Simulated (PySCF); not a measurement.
An unknown shows these calculated signals:

1H NMR (300 MHz, computed): δ 5.55 (m, 1H), 5.36 (m, 1H), 5.24 (s, 3H), 5.21 (m, 1H), 1.11 (m, 2H), 0.55 (m, 3H).

13C{1H} NMR (computed): δ 1.5 (CH3).

PySCF calculation with PBE0/pcSseg-1 with gauge-including orbitals and geometry: GFN2-xTB; relativity neglected, no solvent, single conformer, one averaged value for each set of equivalent atoms.

Chemical shifts δ = σref − σ; 1H, 13C against TMS, all at this level.

Q: Which of these does the molecule contain: a (CH3)2CH unit, a Si–CH3 group, a non-aromatic C=C double bond, a benzene ring, a Si–H bond?

A: 
- A (CH3)2CH unit: no.
- A Si–CH3 group: yes (δC 1.5; δH 0.55 (m)).
- A non-aromatic C=C double bond: no.
- A benzene ring: no.
- A Si–H bond: yes (δH 5.21 (m), 5.36 (m)).

The data belong to `C[SiH2]O[Si@@H](P)O[SiH3]`, CH$_{11}$O$_{2}$PSi$_{3}$; they needn't prove each group on their own.

Carbon signals by region: 1 below 50 ppm.

Splittings by 31P in the carbon and heteronuclear signals aren't shown, as no couplings were computed. Shifts are as computed. Against solution values, carbons near 30 ppm lie about +3 ppm off and those near 130 ppm about +5 ppm. Of 1211 compounds with measured shifts, 218 miss one by over three times the rms of a fit or turn the order of signals round; such compounds aren't used in these exercises. Multiplicities follow the n + 1 count of equivalent neighbours, as no J values were calculated; m marks all less simple cases, F and P coupling included.
